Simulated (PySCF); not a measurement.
A PySCF script (with the pyscf-properties extension) for the NMR shieldings of `CC(C)C1=CCPC1`, C$_{7}$H$_{13}$P, on a GFN2-xTB geometry:

```python
import basis_set_exchange as bse
import numpy as np
from pyscf import gto, dft
from pyscf.prop import nmr

atoms = """
C    -1.696733    1.013045   -0.956812
C    -1.186714   -0.308142   -0.374804
C    -1.989354   -0.688088    0.870761
C     0.282570   -0.224930   -0.068704
C     1.225524   -0.935186   -0.671778
C     2.637165   -0.720630   -0.217277
P     2.614645    0.879202    0.742420
C     0.779956    0.695063    1.015474
H    -1.657171    1.805060   -0.212611
H    -1.093624    1.310618   -1.811685
H    -2.728757    0.904648   -1.282505
H    -1.325093   -1.090381   -1.129700
H    -1.927155    0.095603    1.622086
H    -3.036088   -0.831784    0.612170
H    -1.610942   -1.612802    1.300802
H     1.027115   -1.666143   -1.440622
H     2.962090   -1.536353    0.439544
H     3.349523   -0.665430   -1.043347
H     2.457226    1.672963   -0.407013
H     0.610113    0.247310    2.001306
H     0.296782    1.673300    1.011820
"""
names = dict.fromkeys(["C", "P", "H"], "pcSseg-1")
basis = {el: gto.basis.parse(bse.get_basis(n, elements=[el], fmt="nwchem")) for el, n in names.items()}
mol = gto.M(atom=atoms, basis=basis, charge=0, verbose=0)
mf = dft.RKS(mol, xc="PBE0")
mf.grids.level = 2
mf.grids.alignment = dft.numint.BLKSIZE   # the property module wants whole blocks of grid points
mf.conv_tol = 1e-9
mf.kernel()

calc = nmr.RKS(mf)   # GIAO
C = mf.mo_coeff
Co = C[:, mf.mo_occ > 0]
resp = mf.gen_response(singlet=True, hermi=2)
def vind(x):   # induced exchange potential for any number of trial vectors
    d = np.einsum("pi,xij,qj->xpq", C, 2 * x.reshape(-1, C.shape[1], Co.shape[1]), Co, optimize=True)
    return np.einsum("xpq,pi,qj->xij", resp(d - d.transpose(0, 2, 1)), C, Co, optimize=True).ravel()
mo1, _ = nmr.rhf.solve_mo1(calc, with_cphf=vind)
sigma = calc.kernel(mo1)
for i, s in enumerate(sigma):   # ppm
    w = np.linalg.eigvalsh((s + s.T) / 2)
    print("%2d %-2s iso %8.1f  s11 %8.1f  s22 %8.1f  s33 %8.1f" % (i, mol.atom_pure_symbol(i), w.mean(), *w))
```

Task: Give the expected output.

Result: 
```
 0 C  iso    163.1  s11    144.5  s22    157.6  s33    187.3
 1 C  iso    150.3  s11    139.1  s22    149.0  s33    162.8
 2 C  iso    163.5  s11    148.7  s22    155.9  s33    186.0
 3 C  iso     24.9  s11    -85.5  s22     33.1  s33    127.1
 4 C  iso     54.5  s11    -37.4  s22     70.8  s33    130.1
 5 C  iso    155.4  s11    130.8  s22    154.6  s33    180.9
 6 P  iso    386.7  s11    283.2  s22    417.3  s33    459.8
 7 C  iso    159.3  s11    137.8  s22    160.6  s33    179.5
 8 H  iso     30.5  s11     26.8  s22     30.3  s33     34.6
 9 H  iso     30.7  s11     26.3  s22     29.0  s33     36.7
10 H  iso     30.5  s11     26.5  s22     27.7  s33     37.5
11 H  iso     29.0  s11     25.1  s22     28.2  s33     33.7
12 H  iso     30.7  s11     26.7  s22     30.5  s33     34.7
13 H  iso     30.6  s11     26.4  s22     27.8  s33     37.5
14 H  iso     30.7  s11     26.5  s22     28.6  s33     37.1
15 H  iso     25.7  s11     22.8  s22     25.8  s33     28.6
16 H  iso     29.1  s11     24.5  s22     26.8  s33     35.9
17 H  iso     29.4  s11     25.0  s22     26.6  s33     36.5
18 H  iso     28.5  s11     24.4  s22     26.9  s33     34.2
19 H  iso     29.3  s11     23.5  s22     29.3  s33     35.2
20 H  iso     29.4  s11     24.1  s22     29.6  s33     34.5
```

These numbers come from an equivalent density-fitted implementation of the same equations, which agrees with the script to about 0.01 ppm for H and up to a few tenths of a ppm for heavy atoms, so last digits may differ.

Size and cost of the density-fitted run: 208 basis functions, 38 s wall time on 1 thread of an Arm Neoverse V1, shared host; peak memory 0.95 GiB.
